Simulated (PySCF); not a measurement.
## TiCl₄: how level, basis and relativity move the structure

Each row is its own optimisation.

Each entry is the lowest minimum that a search over a few typed start shapes (and spin states, where more than one is plausible) found, or that minimum re-optimised at the stated level; isomers with ligand–ligand bonds, or fragments after loss of a ligand pair, can lie lower. Open shells are unrestricted; no spin–orbit coupling; PySCF with density fitting.

```
                          level  2S+1  point group  mean bond to Ti (Å)  gap (eV)  atomisation (kJ/mol)  distinct angles (°)
  PBE0/def2-SVP (no relativity)     1           Td                2.155      5.78                  1724                  109
B3LYP/def2-TZVP (no relativity)     1           Td                2.181      5.27                  1679                  109
  PBE/def2-TZVP (no relativity)     ?            ?                    ?         ?                     ?                    ?
```

Q: Fill in the row of PBE/def2-TZVP (no relativity).

A: 2S+1: 1; point group: Td; mean bond to Ti (Å): 2.183; gap (eV): 3.59; atomisation (kJ/mol): 1870; distinct angles (°): 109.

Across these levels the mean bond spreads over 0.028 Å and the highest wavenumber over 23 cm⁻¹; all give the same point group.

Levels that gave another bonding pattern or an unsound solution are left out.
